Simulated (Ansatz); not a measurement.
Basis sets compared for cis-PdH2(NH3)2 (PdN₂H₈). Charge 0, multiplicity 1. Geometry r2SCAN-D4/def2-SVP. Ansatz on 2 threads of Intel Xeon Platinum 8375C on a shared host; times are rough, and most runs start from earlier orbitals.

```csv
atom,x (Å),y (Å),z (Å)
N1,1.6330,-0.4704,0.3315
N2,-1.5194,0.4816,0.6763
Pd3,-0.1084,-0.0108,-0.9610
H4,-1.1806,0.2598,-2.0340
H5,0.6988,-0.3072,-2.2396
H6,1.9270,-1.4235,0.1112
H7,1.5803,-0.4034,1.3497
H8,2.3966,0.1387,0.0328
H9,-2.3296,-0.1306,0.5669
H10,-1.8558,1.4312,0.5075
H11,-1.2419,0.4347,1.6587
```

In the def2 sets Pd takes a core potential; there is no spin–orbit coupling.

Binding counts from free atoms (N quartet, Pd singlet, H doublet) in the same basis, without a counterpoise term.

| level | functions | energy (Eh) | HOMO (eV) | LUMO (eV) | binding per atom (eV) | wall time |
| --- | --- | --- | --- | --- | --- | --- |
| PBE-D4/def2-SVP | 99 | -242.0100 | -3.73 | -0.56 | 3.07 | 1.2 s |
| PBE0-D4/def2-SVP | 99 | -241.9861 | -4.96 | 0.22 | 2.97 | 1.4 s |

(1) Estimate the rows for PBE-D4/def2-TZVP (with forces), PBE0-D4/def2-TZVP.

Answers

(1) 
```csv
level,functions,energy (Eh),HOMO (eV),LUMO (eV),binding per atom (eV),wall time
PBE-D4/def2-TZVP (with forces),150,-242.1830,-3.87,-0.86,3.07,2.1 s
PBE0-D4/def2-TZVP,150,-242.1534,-5.09,-0.10,2.97,2.1 s
```
